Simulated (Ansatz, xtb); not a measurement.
# Ranking isomers of C2H9NSSi2

4 gas-phase structures of C2H9NSSi2, from a drawn sample of its isomers (lower ones may exist). Each was relaxed with GFN2-xTB; where two conformers were screened, the lower at r2SCAN-D4/def2-SVP//GFN2-xTB is listed:

A. `C=C[Si@@H](S)N[SiH3]`, a singlet
B. `C=CN([SiH3])[SiH2]S`, a singlet
C. `C=C[SiH2]N[SiH2]S`, a singlet
D. `C=C[SiH2]N([SiH3])S`, a singlet

Task: Make a reasoned guess at their ranking by r2SCAN-D4/def2-SVP//GFN2-xTB single-point energy.

Result: Calculated order at r2SCAN-D4/def2-SVP//GFN2-xTB: C (0.0), A (3.4), B (35.2), D (165.9) kJ/mol. Less than 1 kcal/mol parts C and A, so the order within that pair means little.

Energies above the lowest of each column, in kJ/mol; the last columns are at r2SCAN-D4/def2-SVP geometries and were run for some of them only (a dash: not run or not comparable):

| structure | GFN2-xTB | HF/STO-3G | r2SCAN-D4/def2-SVP//GFN2-xTB | r2SCAN-D4/def2-SVP | CCSD(T)/def2-SVP + ΔMP2/def2-TZVPP |
| --- | --- | --- | --- | --- | --- |
| C | 56.7 | 0.0 | 0.0 | 0.0 | 0.1 |
| A | 59.3 | 3.6 | 3.4 | 0.3 | 0.0 |
| B | 0.0 | 16.4 | 35.2 | 34.4 | 49.3 |
| D | 164.7 | 120.0 | 165.9 | – | – |

CCSD(T)/def2-SVP + ΔMP2/def2-TZVPP puts A lowest of those it was run on, with C within 1 kcal/mol; GFN2-xTB picks B. CCSD(T)/def2-SVP + ΔMP2/def2-TZVPP orders those it was run on as A (0.0), C (0.1), B (49.3) kJ/mol. Less than 1 kcal/mol parts A and C, so the order within that pair means little. Flexible structures stand in one conformer each, not always the lowest. Frequencies (GFN2-xTB) were run for A, B, C alone. The ΔMP2 step shifts differences by up to 14.1 kJ/mol, which makes them less sure. ΔMP2 is the change of the MP2 energy from the smaller to the larger basis.

Over these structures GFN2-xTB departs from r2SCAN-D4/def2-SVP//GFN2-xTB by 37.3 kJ/mol on average once a common shift is removed. A GFN2-xTB relaxation took about 0.33 s and the r2SCAN-D4/def2-SVP//GFN2-xTB energy about 1.7 s on a shared host (Ansatz 0.2.0, xtb 6.7.1).
